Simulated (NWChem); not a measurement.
**Basis-set convergence for H2GeOS**

```xyz
5

Ge    -0.6327    -0.2966     0.0000
O      0.4930    -1.6914     0.0000
H      1.4444    -1.5101     0.0000
S      0.9286     1.3851     0.0000
H     -0.0005     2.3696     0.0000
```
Charge 0, spin multiplicity 1.

The numbers come from NWChem runs, not from measurements. The geometry was optimised at B3LYP/def2-SVP, a minimum by its harmonic frequencies. It is one conformer; others weren't searched.

Quantity: LUMO energy at the level B3LYP.

The Hamiltonian is non-relativistic. B3LYP has NWChem's definition, with VWN1-RPA local correlation. The Pople sets run with spherical d functions. The structure started from a generated list of species.

```csv
basis,functions,LUMO energy (eV)
STO-3G,34,1.53
6-31G*,68,[?]
cc-pVDZ,69,[?]
pcseg-1,69,-2.34
def2-SVPD,104,[?]
aug-pcseg-1,104,-2.43
pcseg-2,135,-2.34
def2-TZVPP,149,-2.27
def2-TZVPD,158,-2.36
cc-pVQZ,242,-2.33
```

### Question
What belongs in the gaps?

### Answer

- 6-31G*, LUMO energy (eV): -2.18
- cc-pVDZ, LUMO energy (eV): -2.09
- def2-SVPD, LUMO energy (eV): -2.38
